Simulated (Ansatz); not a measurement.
**Errors in the atomisation enthalpy at 298 K**

8 molecules holding Si, Ge, B, Al, Ga, P or As; the atomisation enthalpy at 298 K in kJ/mol, computed less measured. Shapes, held fixed at every level: PBE0-D4/def2-TZVP. Thermal terms are harmonic and unscaled (PBE0-D4/def2-TZVP); the spin-orbit lowering of the free atoms is taken from their spectra. Programs: Ansatz 0.2.0. Measured values: CRC Handbook of Chemistry and Physics, NIST-JANAF tables.

Levels: A = PBE-D4/def2-TZVPP; B = wB97X-V/def2-TZVPP; C = B2PLYP/def2-TZVPP.

```csv
molecule,from tabulated heats,A,B,C
BOF (fluoro(oxo)borane),1501,+41,-35,-24
AlClF2 (SMILES [F][Al]([F])[Cl]),1609,-1,-13,-29
BBr2Cl (dibromo(chloro)borane),1187,+61,-2,-22
BBrF2 (SMILES FB(F)Br),1661,+57,-8,-14
BF3 (SMILES FB(F)F),1944,+51,-15,-13
B(OH)O (oxoborinic acid),1847,+54,-26,-20
GeF4 (tetrafluorogermane),1880,+56,+19,-10
SiHI3 (triiodosilane),1063,+28,+2,-38
```

**Question.** Which level does best on this set, which worst, and which err to one side?

**Answer.** 
| level | kind | mean error | mean absolute error | worst case |
| --- | --- | --- | --- | --- |
| PBE-D4/def2-TZVPP | GGA | +43.4 | 43.6 | BBr2Cl |
| wB97X-V/def2-TZVPP | range-separated hybrid | -9.8 | 15.0 | BOF |
| B2PLYP/def2-TZVPP | double hybrid | -21.2 | 21.2 | SiHI3 |

On this set wB97X-V/def2-TZVPP has the smallest mean absolute error and PBE-D4/def2-TZVPP the largest. PBE-D4/def2-TZVPP is too high in 7 of 8; wB97X-V/def2-TZVPP is too low in 6 of 8; B2PLYP/def2-TZVPP is too low in 8 of 8. The heats of AlClF2, GeF4 come from older tables and can be uncertain by 10 kJ/mol or more. The molecules' own spin-orbit binding is left out, so errors for heavy halides read too negative. Heats of the atoms come from ATcT where it has them, that of boron, 570 kJ/mol, from recent work. With so many references in doubt the order of the levels isn't settled. The tabulated values of BOF, BBr2Cl, BBrF2, B(OH)O, SiHI3 are in doubt (older tables, estimates, or at odds with other calculations) and kept here. Over the 3 molecules whose values aren't doubted the mean absolute errors are A 36.0; B 15.7; C 17.3. For atoms past krypton def2 sets carry core potentials with scalar relativity. Relativity is left out for Br, Ge. Outer-core shells of Br, Ge, I are correlated, in sets that cover them unevenly. The set is small.
